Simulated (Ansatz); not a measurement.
Mulliken charges of H₅NOSSn (`[NH2][SnH]([OH])[SH]`) from PBE/def2-TZVPP in Ansatz (PBE0-D4/def2-TZVP geometry).

| atom | x (Å) | y (Å) | z (Å) | charge (e) |
| --- | --- | --- | --- | --- |
| N1 | -0.009 | 0.817 | -1.666 | -0.524 |
| Sn2 | 0.441 | 0.026 | 0.123 | 0.927 |
| O3 | 0.472 | -1.896 | -0.255 | -0.511 |
| S4 | -1.258 | 0.427 | 1.786 | -0.382 |
| H5 | -0.640 | 0.226 | -2.193 | 0.154 |
| H6 | -0.396 | 1.751 | -1.633 | 0.146 |
| H7 | 1.960 | 0.545 | 0.688 | -0.116 |
| H8 | -0.109 | -2.382 | 0.335 | 0.183 |
| H9 | -0.372 | 0.438 | 2.796 | 0.123 |

Task: By hand: the dipole of these point charges (1 e Å = 4.8032 D).

Result: Σ q r = (0.203, 0.247, 0.184) e Å, of length 0.369 e Å = 1.77 D.

Task: How does the dipole of the full density compare? (Best estimate.)

Result: Computed: (-0.088, 0.177, 0.155) e Å, 1.21 D; the point charges give 1.46 times that, at 54° from its direction.

Point charges leave out the atoms' own dipoles, such as those of lone pairs, and Mulliken's split depends on the basis, so the two needn't agree.
